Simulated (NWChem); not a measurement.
Molecule: GaNH3OCl; SMILES [NH2][Ga]([OH])[Cl]

```xyz
7

Ga     0.0685    -0.3774    -0.0304
Cl    -0.1316     1.7615    -0.0047
O      1.6892    -1.0928     0.0547
H      2.3970    -0.4422     0.0971
N     -1.3845    -1.4202    -0.1148
H     -1.3380    -2.4288    -0.1743
H     -2.3238    -1.0572    -0.2037
```
Atoms are numbered in this order, from 1.

Geometry: optimised at PBE0/def2-SVP.

Problem. Give the principal values of the shielding tensors (ppm) of Ga1, Cl2, O3, N5 from PBE0/pcSseg-1, GIAO (NWChem), with their diamagnetic and paramagnetic parts as GIAO splits them.

Solution. 
| atom | σ11 | σ22 | σ33 | isotropic | diamagnetic | paramagnetic |
|---|---|---|---|---|---|---|
| Ga1 | 1171.3 | 1405.7 | 1619.5 | 1398.8 | 2641.6 | -1242.8 |
| Cl2 | 874.7 | 966.4 | 1078.9 | 973.3 | 1148.6 | -175.3 |
| O3 | 225.4 | 296.2 | 324.1 | 281.9 | 391.0 | -109.1 |
| N5 | 223.7 | 225.5 | 278.6 | 242.6 | 319.7 | -77.1 |
